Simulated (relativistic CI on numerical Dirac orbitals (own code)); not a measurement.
**Er XLI: q coefficients and field-shift factors**

Computed by Dirac-Coulomb-Breit CI, KLI orbitals optimised for each configuration, derivatives by finite differences, unscaled Slater integrals, QED left out (own radial code, finite nucleus).

Configuration list (outside the closed core [Ne] 3s2): 3p⁶3d¹⁰, 3p⁶3d⁹4s, 3p⁶3d⁹4p, 3p⁶3d⁹4d, 3p⁵3d¹⁰4s, 3p⁶3d⁹4f, 3p⁵3d¹⁰4p, 3p⁶3d⁸4s². Levels of other configurations are missing.

With x = (α/α₀)² − 1 an excitation energy changes as ω = ω₀ + qx; K = 2q/ω₀ is the relative enhancement. Terms are leading LS components, so labels can repeat. The field-shift factor is F = δν/δ⟨r²⟩ for the transition from the lowest level.

Lowest level 3p⁶3d¹⁰ ¹S0.

| Level | ω₀ (cm⁻¹) | q (cm⁻¹) | F (GHz/fm²) |
| --- | --- | --- | --- |
| 3p⁶3d⁹4s ³D3 | 9923393 | -1.033e+06 | 1280 |
| 3p⁶3d⁹4s ¹D2 | 9936770 | -1.031e+06 | 1280 |
| 3p⁶3d⁹4s ³D1 | 10276269 | -677500 | 1290 |
| 3p⁶3d⁹4s ³D2 | 10285192 | -677500 | 1290 |
| 3p⁶3d⁹4p ³P°2 | 10597398 | -937100 | 143 |
| 3p⁶3d⁹4p ³F°3 | 10607465 | -939600 | 141 |
| 3p⁶3d⁹4p ³F°2 | 10951943 | -584600 | 148 |
| 3p⁶3d⁹4p ³D°1 | 10974510 | -578500 | 148 |
| 3p⁶3d⁹4p ³F°4 | 11128078 | -313500 | 84.3 |
| 3p⁶3d⁹4p ¹D°2 | 11141500 | -315900 | 86.7 |
| 3p⁶3d⁹4p ¹P°1 | 11149072 | -313500 | 88 |
| 3p⁶3d⁹4p ³D°3 | 11163723 | -312100 | 84.4 |
| 3p⁶3d⁹4p ³P°0 | 11455318 | 44290 | 92.7 |

At this charge energies of transitions that change n are usually good to better than 1 %, and those within a shell (Δn = 0) to a few per cent.

(1) Which transition from the lowest level has the largest |K|?

Results:

(1) 3p⁶3d⁹4s ³D3 at 9923393 cm⁻¹, K = -0.208.
